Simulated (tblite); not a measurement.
C₆H₁₅P₂ (charge +1).
SMILES with atom numbers: `[CH3:1][CH2:2][C@@H:3]1[C@H:4]([CH2:5][CH3:6])[P@@H+:7]1[PH2:8]` (hydrogens: H9, H10, H11 on C1; H12, H13 on C2; H14 on C3; H15 on C4; H16, H17 on C5; H18, H19, H20 on C6; H21 on P7; H22, H23 on P8)

Geometry (GFN2-xTB, Å), atoms numbered from 1 in this order:
```
atom  x, y, z in Å
C1    -2.0273   -1.2874    1.3370
C2    -0.6071   -1.1434    0.8056
C3    -0.6134   -0.6157   -0.6093
C4     0.5062    0.2369   -1.1911
C5     1.7546    0.5841   -0.4098
C6     2.7339   -0.5867   -0.4240
P7    -1.0486    1.1458   -0.8551
P8    -1.0237    2.3246    0.9475
H9    -2.0143   -1.6782    2.3498
H10   -2.6081   -1.9659    0.7173
H11   -2.5273   -0.3158    1.3488
H12   -0.1183   -2.1195    0.8048
H13   -0.0361   -0.4853    1.4637
H14   -1.0866   -1.2947   -1.3157
H15    0.7069    0.0573   -2.2456
H16    2.2300    1.4540   -0.8683
H17    1.5062    0.8435    0.6230
H18    3.0161   -0.8363   -1.4432
H19    2.2978   -1.4667    0.0393
H20    3.6338   -0.3209    0.1226
H21   -1.7681    1.3210   -2.0259
H22   -2.3659    2.7028    0.8115
H23   -0.5457    3.4736    0.3002
```

All values are computed: GFN2-xTB (tblite) harmonic vibrations without scaling, gas phase. The method is semi-empirical: single wavenumbers can be off by several per cent or more. Modes of hydrogen on phosphorus can be 10 to 20 % off. One conformer, not necessarily the lowest.

Harmonic wavenumbers (cm⁻¹): 54.9, 78.3, 84.7, 116.8, 131.0, 160.2, 166.6, 211.0, 221.3, 297.6, 311.4, 377.8, 455.8, 467.1, 528.0, 672.2, 699.8, 713.9, 728.3, 775.8, 811.8, 838.6, 859.4, 952.5, 977.6, 992.2, 1033.8, 1048.9, 1065.1, 1074.7, 1089.2, 1094.8, 1151.9, 1188.7, 1222.4, 1226.2, 1252.6, 1287.3, 1313.2, 1333.4, 1415.5, 1416.6, 1456.6, 1471.6, 1478.6, 1486.8, 1489.2, 1489.9, 2235.9, 2276.7, 2301.9, 2953.4, 2967.4, 2977.7, 2980.5, 2984.0, 2990.9, 2991.6, 3051.6, 3055.2, 3062.6, 3065.5, 3068.6.

A = 1507, B = 1098, C = 841.9 MHz; mass 149.065 u (most abundant isotopes); point group C1, symmetry number 1.

Problem. Zero-point energy?

Solution. Half the sum of the wavenumbers: 41868 cm⁻¹ = 500.85 kJ/mol.

Problem. Give the ideal-gas entropy at 500 K and 1 bar in the rigid-rotor, harmonic-oscillator model (classical rotation).

Solution. Translation 182.02, rotation 131.23, vibration 255.27: S = 568.5 J/(mol K).

Problem. And Cp and H(500 K) − H(0)?

Solution. Cp = 280.04 J/(mol K), of which vibrations give 246.78 (their classical limit is 63 R = 523.8); H(500 K) − H(0) = 81.44 kJ/mol without the zero-point energy, 64.81 from vibrations.

Problem. How do the functions run with temperature in this model?

Solution. 
```
 T (K)  S (J/(mol K))  Cp (J/(mol K))  H − H(0) (kJ/mol)  G − H(0) (kJ/mol)  ln q(vib)
    50          251.2            62.0               2.18             -10.38       0.51
   100          304.8            94.0               6.13             -24.35       2.04
298.15          448.7           187.4              33.87             -99.92       8.70
373.15          494.8           224.5              49.32            -135.32      11.11
   750          698.3           359.7             162.12            -361.59      22.69
  1000          809.5           412.8             259.11            -550.42      29.75
```

q(vib) and H(0) count from the zero-point level.

Problem. Which modes carry the vibrational entropy at 500 K?

Solution. 54.9 cm⁻¹: 23.67; 78.3 cm⁻¹: 20.72; 84.7 cm⁻¹: 20.07; 116.8 cm⁻¹: 17.42; 131.0 cm⁻¹: 16.48; 160.2 cm⁻¹: 14.83 J/(mol K); the other 57 give 142.09 together.

Problem. What must be added to the electronic energy to get the Gibbs energy at 500 K and 1 bar?

Solution. ZPE + [H(500 K) − H(0)] − T·S = 500.85 + 81.44 − 284.26 = 298.03 kJ/mol.

Problem. Blend soft modes into free rotors: weight 1/[1 + (100 cm⁻¹/ν̃)⁴] for the oscillator and the rest for a rotor with moment μB/(μ + B), μ = h/(8π²ν), B = 10⁻⁴⁴ kg m². What vibrational entropy results?

Solution. 238.17 J/(mol K) in place of 255.27, which changes −T·S at 500 K by +8.55 kJ/mol.

Hindered rotation and anharmonicity are outside this model. Other conformers, if any are populated, would add a mixing term that is left out. The structure is chiral; the term R ln 2 for an equal mix with its mirror image is left out.

Run on one thread of an x86-64 server, no GPU, on a shared host. The figure is for the frequency step alone.
